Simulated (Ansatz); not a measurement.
Start from `OB(O)CI` and change one atom or group to get `OB(O)[O][GeH3]`.

Ansatz, PBE0-D4/def2-TZVP geometries, multiplicity 1. Each molecule was computed in one conformer, which needn't be the lowest.

Elements past krypton have def2 core potentials. Scalar relativity is left out up to krypton. Spin–orbit coupling is left out; it splits and shifts lone-pair levels of the heavy atoms by tenths of an eV.

```
                                                                                  property  `OB(O)CI`
                                                        LUMO energy (PBE0/def2-TZVPP) / eV      -1.01
                                                       LUMO energy (B3LYP/def2-TZVPP) / eV      -1.25
                                                       HOMO–LUMO gap (PBE/def2-TZVPP) / eV       4.03
                                                     LUMO energy (ωB97M-V/def2-TZVPP) / eV       0.89
ideal-gas entropy at 298 K and 1 bar (rigid rotor, harmonic PBE0-D4/def2-TZVP) / J/(mol·K)        346
                                                         LUMO energy (PBE/def2-TZVPP) / eV      -1.90
```

Q: Give the same properties after the change, and the shifts. (Best estimate.)

A: Ansatz gave: 
```
                                                                                  property  `OB(O)[O][GeH3]`  shift
                                                        LUMO energy (PBE0/def2-TZVPP) / eV              0.18   1.19
                                                       LUMO energy (B3LYP/def2-TZVPP) / eV             -0.12   1.13
                                                       HOMO–LUMO gap (PBE/def2-TZVPP) / eV              6.53   2.50
                                                     LUMO energy (ωB97M-V/def2-TZVPP) / eV              1.76   0.87
ideal-gas entropy at 298 K and 1 bar (rigid rotor, harmonic PBE0-D4/def2-TZVP) / J/(mol·K)               350      4
                                                         LUMO energy (PBE/def2-TZVPP) / eV             -0.68   1.22
```

With PBE0 the HOMO falls by 1.67 eV and the LUMO rises by 1.19 eV, so the gap widens by about 2.86 eV. PBE moves the HOMO by -1.27 eV and ωB97M-V by -1.85 eV. The zero-point energy changes by 2.5 kJ/mol with +3 modes. Modes under 60 cm⁻¹, often nearly free rotors, make the harmonic entropy too high.

B3LYP here is the variant with VWN-RPA as its local correlation; programs differ in this.
